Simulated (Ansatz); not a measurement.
Job for Ansatz (a quantum-chemistry and plane-wave program): R-CCSD(T)/def2-SVP on CH3F2In (SMILES [CH3][In]([F])[F]), a point of a torsion scan. Elements past Kr take the def2 small-core potentials; no spin–orbit coupling. The run froze 12 orbitals, filled d shells among them.

Ansatz 0.2 input:
```yaml
crystal:
  periodic: [false, false, false]
  atoms:
    - {symbol: C, position_ang: [-1.13863432, -0.09945459, -0.00108622]}
    - {symbol: In, position_ang: [1.07470835, 0.08246919, -0.06781821]}
    - {symbol: F, position_ang: [2.35043824, -0.82816356, 1.12828622]}
    - {symbol: F, position_ang: [2.04755746, 1.20442900, -1.36406486]}
    - {symbol: H, position_ang: [-1.45214907, 0.24052671, 0.97838052]}
    - {symbol: H, position_ang: [-1.37233103, -1.14589723, -0.15460064]}
    - {symbol: H, position_ang: [-1.51306292, 0.53029035, -0.79798179]}
basis:
  gaussian:
    orbitals: def2-SVP
magnetization: {spin_polarized: false}
correlation: {method: ccsd_t, electrons: outside_noble_gas}
scf: {lower_state_search: off}
```

Predict the final total energy.

-428.1685 hartree (reference determinant -427.5528, T1 diagnostic 0.016).

How many basis functions does it have, and what does it roughly cost on one machine?

83 functions; about 6 core-seconds (a rough figure).
